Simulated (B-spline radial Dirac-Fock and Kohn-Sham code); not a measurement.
Scattering functions of Hg⁴⁰⁺

System: mercury as Hg⁴⁰⁺ in the configuration [Kr] 4d4.

These are calculated numbers from an atomic code on a B-spline grid; the model is Dirac-Fock densities. f₀ is the Fourier transform of the spherical electron density, S the Waller-Hartree incoherent function, and s = sin θ/λ.

| s (Å⁻¹) | f₀ | S |
| --- | --- | --- |
| 0 | 40.000 | 0.000 |
| 0.05 | 39.953 | 0.042 |
| 0.1 | 39.811 | 0.168 |
| 0.15 | 39.577 | 0.375 |
| 0.2 | 39.253 | 0.659 |
| 0.25 | 38.844 | 1.015 |
| 0.3 | 38.353 | 1.437 |
| 0.35 | 37.788 | 1.916 |
| 0.4 | 37.153 | 2.446 |
| 0.45 | 36.457 | 3.018 |
| 0.5 | 35.707 | 3.624 |
| 0.6 | 34.076 | 4.907 |
| 0.7 | 32.323 | 6.239 |
| 0.8 | 30.511 | 7.576 |
| 0.9 | 28.697 | 8.888 |
| 1 | 26.928 | 10.156 |
| 1.1 | 25.243 | 11.371 |
| 1.2 | 23.668 | 12.531 |
| 1.4 | 20.905 | 14.683 |
| 1.6 | 18.661 | 16.621 |
| 1.8 | 16.860 | 18.349 |
| 2 | 15.385 | 19.878 |
| 2.5 | 12.461 | 22.998 |
| 3 | 10.034 | 25.470 |
| 3.5 | 8.057 | 27.537 |
| 4 | 6.630 | 29.276 |
| 5 | 5.097 | 31.963 |
| 6 | 4.335 | 33.877 |

f₀ starts at the number of electrons, 40, and has fallen to half at s ≈ 1.48 Å⁻¹. The sum of ⟨r²⟩ over the electrons is 2.575 bohr².
